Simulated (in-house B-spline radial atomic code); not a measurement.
**Neutral silicon: [Ne] 3s2 3p1 5f1 (an excited or competing configuration)**

All numbers are computed (Dirac-Hartree-Fock, average of configuration; Fermi nucleus of rms radius 3.1224 fm) with a radial B-spline atomic code at the basis-set limit, not measured.

Effective charges: Z_r = [3n² - l(l+1)]/(2<r>) from the radius, Z_e = n√(-2ε) from the energy, and Slater's rules. Values are occupation-weighted means over j.

```tsv
shell	electrons	ε (eV)	<r> (bohr)	Z_r	Z_e	Slater
1s	2	-1886.2	0.1111	13.51	11.77	13.70
2s	2	-176.85	0.5607	10.70	7.21	9.85
2p	6	-124.3	0.5348	9.35	6.05	9.85
3s	2	-21.782	2.087	6.47	3.80	4.50
3p	1	-14.84	2.47	5.06	3.13	4.50
5f	1	-0.54458	31.46	1.00	1.00	1.00
```

The least bound orbital is 5f7/2 at -0.5446 eV, while the most diffuse is 5f5/2 (<r> = 31.46 bohr against 31.46 bohr): energy order and size order differ.

Spin-orbit splittings of the orbital energies (j = l + 1/2 above j = l - 1/2 when positive): 2p 0.6844 eV, 3p 0.03777 eV, 5f 4.656e-08 eV.

For the 1s electron the small component carries 0.246 % of the norm, the zero-frequency Breit interaction raises the level by 1.125 eV, self-energy by 0.4788 eV, and vacuum polarisation lowers it by 0.02973 eV.
